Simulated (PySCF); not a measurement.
Computed properties of Si(OH)3(SeH) (H4O3SeSi), SMILES O[Si](O)([SeH])O

Si(OH)3(SeH) (H4O3SeSi), SMILES [Si](O)(O)(O)[SeH]. Geometry: PBE0-D3(BJ)/def2-SVP. One conformer was computed; it need not be the lowest. All values are computed for the isolated molecule unless a solvent is named; none is compared with measurement here.

**Structure.** All 21 harmonic modes at PBE0-D3(BJ)/def2-SVP (PySCF) are real, so it is a minimum. With heavy atoms numbered as in [OH:1][Si:2]([OH:3])([OH:4])[SeH:5], the shortest bond between them is Si2–O3 at 1.646 Å and the longest Si2–Se5 at 2.267 Å.

**Vibrations.** The strongest infrared lines (harmonic, unscaled, degenerate partners summed) lie at 859 cm⁻¹ (210 km/mol, H 44 %, O 35 %, Si 22 %), 820 cm⁻¹ (191 km/mol, H 73 %, O 26 %), 464 cm⁻¹ (185 km/mol, Si 52 %, O 29 %, H 10 %, Se 9 %). The softest mode is at 130 cm⁻¹ and the zero-point energy is 32.6 kcal/mol.

**Electronic structure.** HF/def2-TZVP (PySCF) places the frontier levels at -9.80 and 3.04 eV, a gap of 12.84 eV, and gives a dipole moment of 1.99 D and a mean polarisability of 53.3 bohr³. PBE/def2-TZVP (PySCF) at the same geometry gives -5.96 and -0.74 eV, so its gap is 7.62 eV narrower. An orbital gap is neither the optical nor the fundamental gap.

**Excitations.** TDDFT-B3LYP/def2-SVPD (PySCF) has S1 at 5.33 eV (232 nm, f = 0.033, weak); the most intense of the 10 singlets computed lies at 7.73 eV (f = 0.19). T1 (TDA) is at 4.99 eV. TDDFT-PBE/def2-SVPD (PySCF) puts S1 at 4.95 eV. No vertical singlet excitation falls in the visible range (under 3.1 eV).

**NMR.** GIAO shifts at HF/pcSseg-1 (PySCF) (non-relativistic, atoms alike by connectivity averaged): ¹H from 0.8 to 2.7 ppm against TMS; ²⁹Si at -31.3 ppm against TMS.
